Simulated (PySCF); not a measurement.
Sn³⁹⁺: ionisation energy

Sn³⁹⁺ [Ne] 3s1 (2S) → Sn⁴⁰⁺ [Ne] (1S), as a difference of total energies. Computed with PySCF 2.14 in an even-tempered Gaussian basis (16 s from 6.9 bohr⁻², ratio 2.5; 10 p from 9 bohr⁻², ratio 2.5; 4 d from 33 bohr⁻², ratio 2.7; 4 f from 50 bohr⁻², ratio 2.7), with the non-relativistic Hamiltonian (point nucleus). Correlated levels: outer shells: 1s2 frozen; virtual orbitals above 40 to 60 times the deepest correlated orbital energy dropped. The calculations carry no spin-orbit coupling.

```json
{"method": "UHF", "ionisation energy (eV)": "2674.3"}
{"method": "MP2 (outer shells)", "ionisation energy (eV)": "2674.9"}
{"method": "SCS-MP2 (outer shells)", "ionisation energy (eV)": "2674.8"}
{"method": "CCSD (outer shells)", "ionisation energy (eV)": "2674.9"}
{"method": "CCSD(T) (outer shells)", "ionisation energy (eV)": "2674.9"}
```

The gap to the reference is mostly relativistic.

For comparison: 2762.49 ± 0.08 eV (semi-empirical (NIST evaluation); NIST Atomic Spectra Database, ionization energies).
